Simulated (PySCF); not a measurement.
**Bonding in `[CH3][GeH2][SH]`**

Compound: CH6GeS.
Atom-mapped SMILES: `[CH3:1][GeH2:2][SH:3]` (hydrogens: H4, H5, H6 on C1; H7, H8 on Ge2; H9 on S3)

Structure used (PBE0-D3(BJ)/def2-SVP), in Å, numbered top down from 1:
```
atom  x, y, z in Å
C1    -1.1167    0.0997   -0.0436
Ge2    0.7025   -0.5915    0.0508
S3     1.9919    0.7480    1.2903
H4    -1.1295    1.0655   -0.5689
H5    -1.5099    0.2449    0.9722
H6    -1.7660   -0.6048   -0.5845
H7     1.3119   -0.7364   -1.3585
H8     0.7602   -1.9372    0.7939
H9     1.9056    1.7983    0.4447
```

Bond orders from the PBE0/pcSseg-1 density (PySCF). One conformer (not necessarily the lowest) at the PBE0-D3(BJ)/def2-SVP geometry, without solvent, vibrations or thermal averaging. The calculation is non-relativistic, for germanium too.

(1) How far do the computed orders between heavy atoms stray from the drawn ones?

(2) Set the Mayer orders of the bonds beside their lengths.

(3) Sum the orders of all bonds at each heavy atom with more than one neighbour and set the sums beside the valence in the SMILES.

## Answers

(1) The largest departure is 0.050, at Ge2–S3 (drawn single, 1.050).

(2) 
| bond | drawn as | length (Å) | Mayer order |
| --- | --- | --- | --- |
| C1–Ge2 | single | 1.948 | 0.989 |
| Ge2–S3 | single | 2.235 | 1.050 |
| C1–H4 | single | 1.099 | 0.945 |
| C1–H5 | single | 1.099 | 0.944 |
| C1–H6 | single | 1.100 | 0.944 |
| Ge2–H7 | single | 1.542 | 0.932 |
| Ge2–H8 | single | 1.538 | 0.955 |
| S3–H9 | single | 1.351 | 0.922 |

(3) C1 3.822 (drawn 4), Ge2 3.926 (drawn 4), S3 1.972 (drawn 2). Orders between atoms that aren't bonded are not in these sums.

The Mayer order sums products of elements of PS (density times overlap matrix) between the two atoms' basis functions, so it depends on the basis set.
